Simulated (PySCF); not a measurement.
Species: tetramethylarsonium, C4H12As (charge +1).
Z-matrix (Å and degrees, PBE0-D3(BJ)/def2-SVP geometry), rows numbered from 1:
```
C 
As  1  1.9107
C   2  1.9105  1  109.31
C   2  1.9110  1  109.42  3   119.89
C   2  1.9109  1  109.55  3  -120.10
H   1  1.0990  2  109.36  3   -64.20
H   1  1.0989  2  109.48  3   175.81
H   1  1.0989  2  109.38  3    55.76
H   3  1.0989  2  109.44  1  -176.68
H   3  1.0990  2  109.35  1    63.34
H   3  1.0989  2  109.43  1   -56.63
H   4  1.0989  2  109.36  1   -57.82
H   4  1.0990  2  109.38  1    62.15
H   4  1.0990  2  109.47  1  -177.84
H   5  1.0989  2  109.33  1   -64.62
H   5  1.0990  2  109.45  1    55.37
H   5  1.0989  2  109.42  1   175.40
```

Theory: TDDFT PBE0/def2-SVPD, vertical, gas phase, core orbitals frozen in the response (PySCF). The PBE0/def2-SVPD calculation is non-relativistic and has no spin–orbit coupling, an omission that weighs most on arsenic.

```csv
state,E (eV),E (kJ/mol),λ (nm),f,"main configurations (H = HOMO, L = LUMO)"
S1,9.77,943,126.9,0.069,H-2/H-1/H→L (98%)
S2,9.77,943,126.9,0.070,H-2/H-1/H→L (98%)
S3,9.78,943,126.8,0.071,H-2/H-1/H→L (98%)
S4,9.95,960,124.6,0.0000,H-2/H-1/H→L+1/L+2 (≥94%)
S5,9.96,961,124.5,0.0000,"H-2/H-1/H→L+1/L+2 (≥49%), H-2/H-1/H→L+3 (≥45%)"
S6,9.96,961,124.5,0.0000,"H-2/H-1/H→L+1/L+2 (≥48%), H-2/H-1/H→L+3 (≥47%)"
S7,10.12,976,122.6,0.0000,"H-2/H-1/H→L+1/L+2 (≥57%), H-2/H-1/H→L+3 (≥13%)"
S8,10.12,977,122.5,0.0001,"H-2/H-1/H→L+3 (≥40%), H-2/H-1/H→L+1/L+2 (≥18%)"
S9,10.26,990,120.9,0.0001,"H-2/H-1/H→L+1/L+2 (67%), H-2/H-1/H→L+3 (31%)"
```

Triplets, Tamm–Dancoff:

| state | E (eV) | λ (nm) | main configurations (H = HOMO, L = LUMO) |
| --- | --- | --- | --- |
| T1 | 9.12 | 136.0 | H-2/H-1/H→L+4 (≥26%), H-2/H-1/H→L+3 (≥18%), H-2/H-1/H→L+1/L+2 (≥10%) |
| T2 | 9.12 | 135.9 | H-2/H-1/H→L+1/L+2 (≥39%), H-2/H-1/H→L+4 (≥18%) |
| T3 | 9.13 | 135.9 | H-2/H-1/H→L+4 (≥36%), H-2/H-1/H→L+1/L+2 (≥14%) |

The lowest singlet level (S1/S2/S3) comes at 127 nm (943 kJ/mol) in the vacuum ultraviolet; it is strong. The lowest level is also the most intense of those listed (f = 0.211 summed). S1/S2/S3, S4/S5/S6 and S7/S8 lie within about 0.01 eV of each other in each set. Löwdin shares by element: HOMO (one of a set within 0.03 eV) carbon 49% or more, arsenic 21% (atoms not listed hold the other 31%); LUMO carbon 44% (atoms not listed hold the other 56%). The listed states span 0.49 eV, and the widest gap between neighbours is 0.17 eV (S3 to S4). Weighted by f, the mean energy of these states is 9.77 eV. Of the 9 states listed, 3 reach f = 0.01 and 6 stay under 0.0005. The vertical ionisation energy (ΔSCF) is 16.47 eV, 6.22 eV above S9. Orbitals of the list HOMO-3 to LUMO+2 that lie within 0.01 eV of each other are written together with a slash and their weights summed (≥ marks a lower bound); for degenerate orbitals outside that list single weights are arbitrary. The window holds the lowest 10 singlets. The highest level found (10.33 eV, f 0.0036 so far) is left out, since the window may have cut off a degenerate partner.

On Arm Neoverse V2, one thread (shared host), this took 1.9 min wall (grids of density and orbitals included).
